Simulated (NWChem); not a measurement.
System meant: Br cation, triplet

NWChem input:

```
start job
memory heap 200 mb stack 900 mb global 1100 mb
charge 1
geometry units angstroms noautoz
  Br     0.000000     0.000000     0.000000
end
basis spherical
  * library def2-svp
end
dft
  odft
  mult 3
  xc b3lyp
  iterations 4
  mulliken
end
task dft energy
```

End of the output:

```
    Atom       Charge   Shell Charges
 -----------   ------   -------------------------------------------------------
    1 Br  35    34.00   2.00  2.00  1.97  1.28  0.75  5.99  5.79  2.25  1.98  7.84  2.03  0.12

     ------------------------------------------
      Spin Density - Lowdin Population Analysis
     ------------------------------------------

    Atom       Charge   Shell Charges
 -----------   ------   -------------------------------------------------------
    1 Br  35     2.00   0.00  0.00  0.00  0.01 -0.01  0.00  0.08  0.96  0.95 -0.01  0.01  0.00

   alpha - beta orbital overlaps
   -----------------------------

   alpha      1      2      3      4      5      6      7      8      9     10
    beta      1      2      3      4      5      6      7      8      9     10
 overlap   1.000  1.000  0.992  0.992  1.000  1.000  1.000  1.000  1.000  0.979

   alpha     11     12     13     14     15     16     17     18     19     20
    beta     11     12     13     14     15     18     17     16     19     23
 overlap   0.979  1.000  1.000  1.000  0.999  0.900  0.900  1.000  1.000  0.708

   alpha     21     22     23     24     25     26     27     28     29     30
    beta     24     20     21     22     26     25     27     28     29     30
 overlap   0.708  0.994  0.994  0.999  0.899  0.899  1.000  0.861  0.861  0.996

   alpha     31     32
    beta     31     32
 overlap   0.996  1.000

     --------------------------
     Expectation value of S2:
     --------------------------
      <S2> =      2.0016 (Exact =     2.0000)

 ------------------------------------------------------------------------
 dft energy failed                                                                                  0
 ------------------------------------------------------------------------
 ------------------------------------------------------------------------
  current input line :
    17: task dft energy
 ------------------------------------------------------------------------
 ------------------------------------------------------------------------
 This type of error is most commonly associated with calculations not reaching convergence criteria
 ------------------------------------------------------------------------
 For more information see the NWChem manual at https://nwchemgit.github.io

0:dft energy failed:Received an Error in Communication
```

Q: What is wrong, and how is it mended?

A: The run did not converge; its last values are not results. Cause: the SCF was allowed too few iterations. This input runs:
```
start job
memory heap 200 mb stack 900 mb global 1100 mb
charge 1
geometry units angstroms noautoz
  Br     0.000000     0.000000     0.000000
end
basis spherical
  * library def2-svp
end
dft
  odft
  mult 3
  xc b3lyp
  iterations 150
  mulliken
end
task dft energy
```
It converges to -2573.38906 Ha (B3LYP/def2-SVP, spin-unrestricted).
